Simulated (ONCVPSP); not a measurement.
# Scattering properties, ONCV potential for cerium

- Element: cerium
- Generator: ONCVPSP 4.0.1
- Type: optimised norm-conserving Vanderbilt (ONCV)
- Functional: LDA (Perdew-Zunger)
- Relativity: scalar-relativistic
- Frozen core: [Kr] 4d10
- Valence charge: 12
- Reference configuration: 4f1 5s2 5p6 (charge +3)
- Partial waves: 5s: rc 2.10 bohr, ncon 3, nbas 7, qcut 6.3 1/bohr, 2 projectors, debl 2.3 Ha; 5p: rc 1.90 bohr, ncon 4, nbas 7, qcut 4.9 1/bohr, 2 projectors, debl 2 Ha; d scattering state at 0.02 Ha: rc 2.15 bohr, ncon 3, nbas 7, qcut 4.4 1/bohr, 2 projectors, debl 0.8 Ha; 4f: rc 1.35 bohr, ncon 4, nbas 8, qcut 13.7 1/bohr, 1 projector
- Local potential: polynomial inside 1.10 bohr (lpopt 5, dvloc0 0 Ha)
- Core correction: polynomial model core, fcfact 0.7

In the s channel the program set the typed energies aside and used -2.348, 0.050 Ha. In the d channel the program set the typed energies aside and used 0.050, 0.850 Ha.

The phase is arctan(r·R′/R) of the radial function R(r), unwrapped; energies in Ha, scanned from -4 to 5 Ha. A pole is an energy at which the radial function vanishes at the test radius. The pseudo phase is shifted by a multiple of π to meet the all-electron one at the reference energy, and phase errors are pseudo minus all-electron; the curves can meet again beyond the range given. Levels narrower than the energy grid can be missing from the lists of poles.

**Question.** For each channel, where are the poles, and over which energies does the pseudopotential scatter like the atom?

**Answer.**

| channel | radius (bohr) | reference energy (Ha) | poles, all-electron | poles, pseudo | unbroken range about the reference energy with phases within 0.05 rad | phase error 1 Ha above the reference energy (rad) |
| --- | --- | --- | --- | --- | --- | --- |
| s | 2.13 | -2.35 | -1.83, 4.38 | -1.83, 4.22 | the whole range | -0.000 |
| p | 1.93 | -1.69 | -0.30 | -0.30, 1.46 | below 1.4 | -0.000 |
| d | 2.18 | 0.05 | 0.53 | 0.53, 4.59 | below 2.5 | -0.000 |
| f | 1.37 | -1.07 | -0.16 | -0.12 | below 1.1 | +0.010 |

Note: ghosts flagged at negative energy: s at -221.9 eV; GHOST(+) flagged for p at 39.3 eV. A true bound ghost makes a file unfit for plane-wave use.

Phases in the d channel:

```json
{"E (Ha)": "-3.98", "all-electron": "1.329", "pseudo": "1.325"}
{"E (Ha)": "-3.74", "all-electron": "1.313", "pseudo": "1.310"}
{"E (Ha)": "-3.50", "all-electron": "1.295", "pseudo": "1.292"}
{"E (Ha)": "-3.26", "all-electron": "1.274", "pseudo": "1.270"}
{"E (Ha)": "-3.02", "all-electron": "1.247", "pseudo": "1.244"}
{"E (Ha)": "-2.78", "all-electron": "1.213", "pseudo": "1.210"}
{"E (Ha)": "-2.54", "all-electron": "1.168", "pseudo": "1.165"}
{"E (Ha)": "-2.30", "all-electron": "1.106", "pseudo": "1.103"}
{"E (Ha)": "-2.06", "all-electron": "1.014", "pseudo": "1.010"}
{"E (Ha)": "-1.82", "all-electron": "0.866", "pseudo": "0.861"}
{"E (Ha)": "-1.58", "all-electron": "0.601", "pseudo": "0.594"}
{"E (Ha)": "-1.34", "all-electron": "0.116", "pseudo": "0.108"}
{"E (Ha)": "-1.10", "all-electron": "-0.513", "pseudo": "-0.518"}
{"E (Ha)": "-0.86", "all-electron": "-0.954", "pseudo": "-0.955"}
{"E (Ha)": "-0.62", "all-electron": "-1.194", "pseudo": "-1.194"}
{"E (Ha)": "-0.38", "all-electron": "-1.332", "pseudo": "-1.332"}
{"E (Ha)": "-0.14", "all-electron": "-1.422", "pseudo": "-1.422"}
{"E (Ha)": "0.10", "all-electron": "-1.486", "pseudo": "-1.486"}
{"E (Ha)": "0.34", "all-electron": "-1.536", "pseudo": "-1.536"}
{"E (Ha)": "0.58", "all-electron": "-1.579", "pseudo": "-1.579"}
{"E (Ha)": "0.82", "all-electron": "-1.617", "pseudo": "-1.617"}
{"E (Ha)": "1.06", "all-electron": "-1.655", "pseudo": "-1.655"}
{"E (Ha)": "1.30", "all-electron": "-1.695", "pseudo": "-1.695"}
{"E (Ha)": "1.54", "all-electron": "-1.740", "pseudo": "-1.741"}
{"E (Ha)": "1.78", "all-electron": "-1.797", "pseudo": "-1.798"}
{"E (Ha)": "2.02", "all-electron": "-1.874", "pseudo": "-1.877"}
{"E (Ha)": "2.26", "all-electron": "-1.993", "pseudo": "-2.003"}
{"E (Ha)": "2.50", "all-electron": "-2.205", "pseudo": "-2.242"}
{"E (Ha)": "2.74", "all-electron": "-2.646", "pseudo": "-2.774"}
{"E (Ha)": "2.98", "all-electron": "-3.394", "pseudo": "-3.610"}
{"E (Ha)": "3.22", "all-electron": "-3.959", "pseudo": "-4.113"}
{"E (Ha)": "3.46", "all-electron": "-4.230", "pseudo": "-4.340"}
{"E (Ha)": "3.70", "all-electron": "-4.370", "pseudo": "-4.463"}
{"E (Ha)": "3.94", "all-electron": "-4.455", "pseudo": "-4.544"}
{"E (Ha)": "4.18", "all-electron": "-4.511", "pseudo": "-4.606"}
{"E (Ha)": "4.42", "all-electron": "-4.552", "pseudo": "-4.664"}
{"E (Ha)": "4.66", "all-electron": "-4.583", "pseudo": "-4.735"}
{"E (Ha)": "4.90", "all-electron": "-4.608", "pseudo": "-4.866"}
```
